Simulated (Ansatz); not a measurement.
`FB(F)C1CC1` + `N=C=O` → `O=C=NB(F)F` + `C1CC1` at 400 K and 1 bar (ligand exchange at a B–C bond).

Calculated with Ansatz (gas phase, PBE0-D4/def2-TZVP geometries, no zero-point term in ΔE). CBS: MP2 limit from def2 TZ/QZ plus the TZ coupled-cluster correction, frozen cores. This one scheme is used for every species. Each species was taken in one conformer, which may not be the lowest.

```csv
species,CCSD(T)/CBS energy (Eh),H − E (kJ/mol),S (J/(mol·K))
`FB(F)C1CC1`,-341.65520,244.9,356.9
`N=C=O`,-168.51995,72.4,252.4
`O=C=NB(F)F`,-392.46591,88.0,345.6
`C1CC1`,-117.73368,232.0,255.6
```

H − E and S are ideal-gas, rigid-rotor, harmonic terms from PBE0-D4/def2-TZVP, for one conformer and one mirror image of each species. 1 Eh = 2625.50 kJ/mol, R = 8.31446 J/(mol·K).

Problem. By hand: ΔE, ΔH, ΔS and ΔG.

Solution. ΔE = (-392.46591) + (-117.73368) − (-341.65520) − (-168.51995) = -0.02444 Eh = -64.2 kJ/mol. Δ(H − E) = 88.0 + 232.0 − 244.9 − 72.4 = 2.7, so ΔH = -61.5 kJ/mol. ΔS = 345.6 + 255.6 − 356.9 − 252.4 = -8.1 J/(mol·K). ΔG = -61.5 − 400 × (-8.1)/1000 = -58.3 kJ/mol.

Problem. By hand: the equilibrium constant, and the temperature at which ΔG would vanish if ΔH and ΔS stayed fixed.

Solution. log₁₀ K = −ΔG/(RT ln 10) = 7.6. ΔG = 0 at ΔH/ΔS = 7593 K, far beyond where these terms or the molecules hold.

The number of gas molecules stays the same, so ΔS is small and ΔH decides. A doubt of 5 kJ/mol in ΔE shifts log₁₀ K by 0.7 here. Other conformers and mirror images would add mixing entropy, several J/(mol·K) or more a flexible species. These are equilibria of isolated gas molecules and say nothing of rates. Largest T1 diagnostic: 0.018 (customary marks: 0.02 for closed shells, 0.045 for open ones).
